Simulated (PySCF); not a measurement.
One molecule, one basis, several functionals.

Species: C₂H₇ClSi₂.
SMILES: `[SiH3]/C=C(\[SiH3])Cl`

PySCF, pcSseg-2 basis, density fitting, gas phase, PBE0-D3(BJ)/def2-SVP geometry. One functional is left out:

| functional | exact exchange (%) | HOMO energy (eV) | LUMO energy (eV) | dipole moment (D) |
| --- | --- | --- | --- | --- |
| B97-D | 0 | -6.54 | -2.23 | 0.880 |
| BLYP | 0 | -6.42 | -2.18 | 0.849 |
| BP86 | 0 | -6.68 | -2.43 | 0.858 |
| LDA | 0 | -6.72 | -2.54 | 0.895 |
| OPBE | 0 | -6.60 | -2.28 | 0.848 |
| PBE | 0 | -6.59 | -2.35 | 0.835 |
| B3LYP | 20 | -7.48 | -1.63 | 0.981 |
| B97-2 | 21 | -7.47 | -1.49 | 0.985 |
| PBE0 | 25 | -7.71 | -1.46 | 0.989 |
| BHandHLYP | 50 | -8.67 | -0.42 | 1.139 |

Problem. Predict the row of mPW1PW91 (25 % exact exchange) by straight lines through the other rows, and check it.

Solution. 
```json
{"property": "HOMO energy (eV)", "line": "-7.65", "computed": "-7.73", "computed − line": "-0.08", "PBE0 (25 %), for comparison": "-7.71"}
{"property": "LUMO energy (eV)", "line": "-1.39", "computed": "-1.47", "computed − line": "-0.08", "PBE0 (25 %), for comparison": "-1.46"}
{"property": "dipole moment (D)", "line": "1.000", "computed": "0.991", "computed − line": "-0.009", "PBE0 (25 %), for comparison": "0.989"}
```

Problem. Which of these properties follows the share of exact exchange most closely, and which least?

Solution. Most closely the HOMO energy, least the dipole moment; the correlations over the tabulated rows are HOMO energy -0.993, LUMO energy 0.987, dipole moment 0.983. The HOMO energy moves by -0.422 eV for every 10 %. Functionals with the same share still differ in their other parts: at 0 % BLYP and LDA differ by 0.30 eV in it.
